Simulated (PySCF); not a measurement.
Molfile (atoms numbered from 1):
```
C8H11OP
     RDKit          3D

 21 21  0  0  0  0  0  0  0  0999 V2000
   -1.1203    3.1217   -0.1113 C   0  0  0  0  0  0  0  0  0  0  0  0
   -0.0868    2.2990    0.0394 C   0  0  0  0  0  0  0  0  0  0  0  0
   -0.1514    0.8580    0.1388 C   0  0  0  0  0  0  0  0  0  0  0  0
   -1.3632    0.0709    0.0879 C   0  0  0  0  0  0  0  0  0  0  0  0
   -1.2049   -1.2636    0.1636 C   0  0  0  0  0  0  0  0  0  0  0  0
   -2.2869   -2.2930    0.1405 C   0  0  0  0  0  0  0  0  0  0  0  0
    0.5373   -1.6881    0.4666 P   0  0  0  0  0  0  0  0  0  0  0  0
    0.9648    0.0746    0.2546 C   0  0  0  0  0  0  0  0  0  0  0  0
    2.2188    0.5749    0.3407 O   0  0  0  0  0  0  0  0  0  0  0  0
    3.2563   -0.3693    0.3375 C   0  0  0  0  0  0  0  0  0  0  0  0
   -0.9813    4.1870   -0.1769 H   0  0  0  0  0  0  0  0  0  0  0  0
   -2.1365    2.7726   -0.1754 H   0  0  0  0  0  0  0  0  0  0  0  0
    0.9165    2.7004    0.0985 H   0  0  0  0  0  0  0  0  0  0  0  0
   -2.3268    0.5385   -0.0320 H   0  0  0  0  0  0  0  0  0  0  0  0
   -2.0587   -3.0802   -0.5774 H   0  0  0  0  0  0  0  0  0  0  0  0
   -2.3914   -2.7596    1.1200 H   0  0  0  0  0  0  0  0  0  0  0  0
   -3.2369   -1.8365   -0.1288 H   0  0  0  0  0  0  0  0  0  0  0  0
    0.8341   -2.0681   -0.8485 H   0  0  0  0  0  0  0  0  0  0  0  0
    4.1836    0.1857    0.4691 H   0  0  0  0  0  0  0  0  0  0  0  0
    3.2890   -0.9198   -0.6108 H   0  0  0  0  0  0  0  0  0  0  0  0
    3.1358   -1.0880    1.1582 H   0  0  0  0  0  0  0  0  0  0  0  0
  1  2  2  0
  2  3  1  0
  3  4  1  0
  4  5  2  0
  5  6  1  0
  5  7  1  0
  7  8  1  0
  8  9  1  0
  9 10  1  0
  8  3  2  0
  1 11  1  0
  1 12  1  0
  2 13  1  0
  4 14  1  0
  6 15  1  0
  6 16  1  0
  6 17  1  0
  7 18  1  0
 10 19  1  0
 10 20  1  0
 10 21  1  0
M  END
```

Computed data (PySCF 2.14.0 with density-fitted response routines): GIAO PBE0/pcSseg-1 shieldings, coordinates at the GFN2-xTB level. Rapidly exchanging positions averaged, one computed conformer, isolated molecule, relativity neglected.

Task: Predict the 2D correlation tables (HSQC, COSY, HMBC).

Result: 

HSQC (one-bond C–H):
```tsv
δH	δC
7.29 (H14)	141.1 (C4)
7.11 (H13)	135.1 (C2)
5.47 (H12)	114.0 (C1)
5.31 (H11)	114.0 (C1)
3.96 (H19/H20/H21)	60.6 (C10)
2.32 (H15/H16/H17)	21.0 (C6)
```

COSY cross peaks (H two or three bonds apart, from the bond graph; peaks can be absent where the dihedral angle is near 90°):
```tsv
δH	δH
7.11 (H13)	5.47 (H12)
7.11 (H13)	5.31 (H11)
5.47 (H12)	5.31 (H11)
```

HMBC (two and three bonds, from the bond graph):
```tsv
δH	δC
7.29 (H14)	175.9 (C8), 136.5 (C5), 135.1 (C2), 131.9 (C3), 21.0 (C6)
7.11 (H13)	175.9 (C8), 141.1 (C4), 131.9 (C3), 114.0 (C1)
5.47 (H12)	135.1 (C2), 131.9 (C3)
5.31 (H11)	135.1 (C2), 131.9 (C3)
4.95 (H18)	175.9 (C8), 141.1 (C4), 136.5 (C5), 131.9 (C3), 21.0 (C6)
3.96 (H19/H20/H21)	175.9 (C8)
2.32 (H15/H16/H17)	141.1 (C4), 136.5 (C5)
```

Scale: TMS for 1H and 13C (reference shieldings calculated alike).

Short H···H contacts in this conformer between protons four or more bonds apart (candidates for NOE cross peaks, intensity ∝ r⁻⁶): H12···H14 2.25 Å, H14···H17 2.55 Å, H18···H20 2.72 Å.

Shifts are as computed. Against solution values, carbons near 30 ppm lie about +3 ppm off and those near 130 ppm about +5 ppm. Of 1211 compounds with measured shifts, 218 miss one by over three times the rms of a fit or turn the order of signals round; such compounds aren't used in these exercises.
